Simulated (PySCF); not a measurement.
Estimate the missing entries of this data sheet.

Species: C₄H₁₂O₂Si.
Atom-mapped SMILES: `[CH3:1][O:2][Si:3]([CH3:4])([CH3:5])[O:6][CH3:7]` (hydrogens: H8, H9, H10 on C1; H11, H12, H13 on C4; H14, H15, H16 on C5; H17, H18, H19 on C7)

Geometry (PBE0-D3(BJ)/def2-TZVP, Å), atoms numbered from 1 in this order:
```
atom  x, y, z in Å
C1     2.527    0.656   -0.470
O2     1.557   -0.290   -0.849
Si3    0.050   -0.354   -0.214
C4    -0.864   -1.667   -1.152
C5     0.092   -0.711    1.616
O6    -0.610    1.136   -0.463
C7    -1.827    1.577    0.074
H8     2.842    0.515    0.570
H9     2.155    1.679   -0.587
H10    3.401    0.527   -1.112
H11   -0.887   -1.429   -2.218
H12   -1.895   -1.756   -0.800
H13   -0.384   -2.640   -1.031
H14    0.586   -1.667    1.809
H15    0.635    0.066    2.162
H16   -0.916   -0.769    2.036
H17   -2.671    0.970   -0.276
H18   -1.821    1.557    1.171
H19   -1.996    2.607   -0.247
```

```tsv
property	level	value
point group	PBE0-D3(BJ)/def2-TZVP	?
rotational constants A, B, C	PBE0-D3(BJ)/def2-TZVP	2.434, 1.686, 1.462 GHz
dipole moment	B97-2/pcSseg-2	?
HOMO energy	B97-2/pcSseg-2	?
LUMO energy	B97-2/pcSseg-2	0.45 eV
13C chemical shifts (computed TMS as zero) by class	GIAO B97-2/pcSseg-2	?
1H chemical shifts (computed TMS as zero) by class	GIAO B97-2/pcSseg-2	?
isotropic shieldings of nuclei other than C and H, by class	GIAO B97-2/pcSseg-2	301 (O2/O6), 350 (Si3) ppm
```

Electronic properties: PySCF, gas phase, density fitting. Geometry: PBE0-D3(BJ)/def2-TZVP, one conformer, isolated molecule. NMR classes are plain means over equivalent atoms (diastereotopic ones count apart unless rotation or inversion swaps them), as if these changed places fast; in this geometry the members of some classes differ.

(1) What are the 1H chemical shifts (computed TMS as zero) by class?

(2) What is the dipole moment?

(3) The HOMO energy?

(4) Give the point group.

(5) Give the 13C chemical shifts (computed TMS as zero) by class.

Answers

(1) 3.55 (H8/H9/H10/H17/H18/H19), 0.04 (H11/H12/H13/H14/H15/H16) ppm.

(2) 1.57 D.

(3) -7.42 eV.

(4) C1.

(5) 53.0 (C1/C7), -4.9 (C4/C5) ppm.

 With B = h/(8π²I), that is 505.379 GHz u Å² over I, the principal moments of inertia are 207.6, 299.7 and 345.6 u Å² (most abundant isotopes). The dipole equals about 5.3 × 10⁻³⁰ C·m (1 D = 3.33564 × 10⁻³⁰ C·m).

For the NMR shielding job (B97-2/pcSseg-2), time: 3.5 min wall, 6.3 min CPU; peak memory 2.8 GiB. Hardware: 2 threads of an Intel Xeon at 2.50 GHz, no GPU, shared host with 64 logical CPUs at a one-minute load of 57.
